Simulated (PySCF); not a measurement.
Computed shifts of a molecule C4H7F, HF/pcSseg-1 (PySCF), GIAO, gas phase, atoms alike by connectivity averaged where their shifts nearly agree, in ppm (number of nuclei): ¹³C: 155.5 (1), 122.8 (1), 19.1 (1), 18.9 (1). ¹⁹F: -115.1 (1). ¹H: 6.87 (1), 5.12 (1), 2.87 (1), 1.86 (1), 1.41 (3). References: ¹³C against TMS (σ = 192.6 ppm); ¹⁹F against CFCl3 (σ = 238.5 ppm); ¹H against TMS (σ = 31.99 ppm), references at their B3LYP-D3(BJ)/def2-TZVP geometries, non-relativistic. Coordinates come from a B3LYP-D3(BJ)/def2-SVP optimisation. One conformer was computed; it need not be the lowest.

### Question
Which molecule gave these data?
A) CC1(F)CC1
B) C=C(F)CC
C) CC/C=C\F
D) C/C=C(\C)F

### Answer
C, CC/C=C\F
